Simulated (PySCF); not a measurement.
SMILES CC(C)(C)C[SiH2]Br (C5H13BrSi), GFN2-xTB optimised geometry.

```
20

C     -0.64    -2.03    -1.27
C     -0.14    -1.32     0.00
C     -0.66    -2.08     1.23
C      1.38    -1.32     0.00
C     -0.68     0.11     0.00
Si    -0.08     1.25     1.38
Br    -1.28     3.12     1.18
H     -0.27    -1.53    -2.16
H     -1.73    -2.03    -1.30
H     -0.30    -3.06    -1.29
H     -1.74    -2.07     1.26
H     -0.33    -3.12     1.19
H     -0.27    -1.65     2.15
H      1.77    -0.72    -0.82
H      1.76    -2.34    -0.12
H      1.78    -0.93     0.93
H     -1.78     0.07     0.03
H     -0.42     0.58    -0.96
H      1.30     1.70     1.23
H     -0.36     0.80     2.74
```

Density from PBE0/def2-SVP run with PySCF at that geometry.

Minimum of the electron density along straight lines between bonded atoms, close to the bond critical point (lines longer than 1.1 times the sum of covalent radii, or with two minima, are not listed):

| bond | length / Å | ρ at the minimum / e bohr⁻³ | ∇²ρ there / e bohr⁻⁵ | position (fraction from the first atom) |
|---|---|---|---|---|
| C1–C2 | 1.533 | 0.243 | -0.55 | 0.50 |
| C2–C3 | 1.529 | 0.244 | -0.56 | 0.50 |
| C2–C4 | 1.529 | 0.244 | -0.56 | 0.50 |
| C2–C5 | 1.534 | 0.239 | -0.53 | 0.50 |
| C5–Si6 | 1.892 | 0.116 | 0.31 | 0.62 |
| Si6–Br7 | 2.230 | 0.083 | 0.15 | 0.35 |
| C1–H8 | 1.088 | 0.276 | -1.00 | 0.62 |
| C1–H9 | 1.088 | 0.276 | -1.00 | 0.62 |
| C1–H10 | 1.088 | 0.276 | -1.01 | 0.62 |
| C3–H11 | 1.088 | 0.276 | -1.00 | 0.62 |
| C3–H12 | 1.088 | 0.276 | -1.00 | 0.62 |
| C3–H13 | 1.088 | 0.276 | -1.00 | 0.62 |
| C4–H14 | 1.088 | 0.276 | -1.00 | 0.62 |
| C4–H15 | 1.088 | 0.276 | -1.01 | 0.62 |
| C4–H16 | 1.088 | 0.275 | -0.99 | 0.62 |
| C5–H17 | 1.095 | 0.270 | -0.95 | 0.62 |
| C5–H18 | 1.095 | 0.269 | -0.95 | 0.62 |
| Si6–H19 | 1.457 | 0.120 | 0.33 | 0.49 |
| Si6–H20 | 1.457 | 0.120 | 0.33 | 0.49 |
